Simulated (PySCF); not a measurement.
C₆H₉NO (charge -1 and doublet state).
Atom-mapped SMILES: `[CH3:1][C@@H:2]1[CH:3]=[C:4]([C:5]([NH2:6])[O-:7])[CH2:8]1` (hydrogens: H9, H10, H11 on C1; H12 on C2; H13 on C3; H14, H15 on N6; H16, H17 on C8)

Geometry (GFN2-xTB, Å), atoms numbered from 1 in this order:
```xyz
17
C6H9NO angstrom
C     -2.4370    0.2483   -0.4872
C     -1.2867    0.0577    0.5067
C     -0.0615    0.8944    0.3025
C      0.7669   -0.2085    0.0574
C      2.1174   -0.4344   -0.1892
N      2.9181    0.7675   -0.3327
O      2.6986   -1.5481   -0.3112
C     -0.3854   -1.1746    0.2480
H     -3.1987   -0.5251   -0.3634
H     -2.9093    1.2212   -0.3405
H     -2.0570    0.2037   -1.5060
H     -1.7168    0.0766    1.5261
H      0.0592    1.9648    0.2741
H      2.5519    1.5180    0.2412
H      3.8829    0.5666   -0.0909
H     -0.6600   -1.7530   -0.6382
H     -0.2897   -1.8629    1.0933
```

The hyperfine couplings belong to this conformer and change with its torsions.

Theory: PySCF, UKS B3LYP, pcH-1 on C H N O, non-relativistic, mean-field spin-orbit, GIAO. Whether the extra electron is bound in the gas phase wasn't checked; a finite basis holds it in any case. A GFN2-xTB geometry isn't a minimum of the functional, and hyperfine couplings can be far from their values at a DFT geometry, by a factor of two or more for some ions and for spin on atoms past the first row. No stability test was run, so a lower SCF solution isn't excluded.

The largest Mulliken spin populations are on C3 (+0.53), O7 (+0.18), C5 (+0.17) and C4 (+0.11). Three atoms exceed +0.15. The angles at C3 add up to 359.8°, so it is planar.

Find Q in a(H) = Q·ρ(C) for the protons on the planar carbons that carry spin.

| H | C | ρ(C) | a(H) (G) | a/ρ (G) |
| --- | --- | --- | --- | --- |
| H13 | C3 | +0.527 | -11.84 | -22.5 |

One proton gives one ratio, Q = -22.5 G, and no test of linearity. In every row coupling and population have opposite signs.

Couplings in gauss use g_iso = 2.0033.

Hardware: an Arm Neoverse V2 with one thread, no GPU (shared host). Cost: 83 s of wall time (with the writing of density and orbital grids), 0.97 GiB resident at most.

The SMILES draws the unpaired electron on C5; the largest computed Mulliken spin population is on C3 (0.53 against 0.17).
